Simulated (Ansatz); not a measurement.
Conformers of `C[O][GeH]([SH])[Cl]`, each relaxed with PBE0-D4/def2-TZVP in Ansatz. CBS adds the triple-zeta coupled-cluster correction to the MP2 limit.

Outer-core shells of Ge are correlated without core-valence functions. Scalar relativity is left out up to krypton. Spin–orbit coupling is left out.

Not all of them had a frequency check.

Conformer A:

Z-matrix (Å, degrees):
```
C
O 1 1.413
H 1 1.096 2 111.7
H 1 1.091 2 107.5 3 119.0
H 1 1.096 2 111.5 3 -122.1
Ge 2 1.758 1 120.3 3 56.3
Cl 6 2.154 2 108.0 1 63.4
S 6 2.211 2 112.1 1 -54.5
H 6 1.525 2 105.8 1 -177.9
H 8 1.343 6 92.8 2 97.9
```

Conformer B:

```xyz
10

C     1.148   -0.732    0.808
O     0.785   -0.455   -0.531
Ge   -0.835    0.113   -0.912
S    -1.352    1.942    0.213
Cl   -2.273   -1.334   -0.241
H     2.216   -0.956    0.816
H     0.604   -1.599    1.198
H     0.963    0.125    1.465
H    -0.876    0.241   -2.434
H    -0.380    2.657   -0.382
```

Which is lowest in electronic energy at CCSD(T)/CBS (frozen core, def2 sets), and by how much? (Best estimate.)

Ansatz gave: B; A lies 1.1 kJ/mol higher. Gaps under about 2 kJ/mol don't settle the order.

Give the energies relative to B (kJ/mol) with B3LYP-D4/def2-TZVPP, ωB97X-V/def2-TZVPP, PBE0/def2-TZVPP, CCSD(T)/def2-TZVPP, MP2/def2-QZVPP, SCS-MP2/def2-QZVPP, HF/CBS(def2). (Estimate.)

Computed: 
```json
{"level": "B3LYP-D4/def2-TZVPP", "A": "0.9"}
{"level": "ωB97X-V/def2-TZVPP", "A": "0.8"}
{"level": "PBE0/def2-TZVPP", "A": "0.8"}
{"level": "CCSD(T)/def2-TZVPP", "A": "1.2"}
{"level": "MP2/def2-QZVPP", "A": "1.1"}
{"level": "SCS-MP2/def2-QZVPP", "A": "1.3"}
{"level": "HF/CBS(def2)", "A": "2.1"}
```

B3LYP here is the variant with VWN-RPA as its local correlation; programs differ in this.
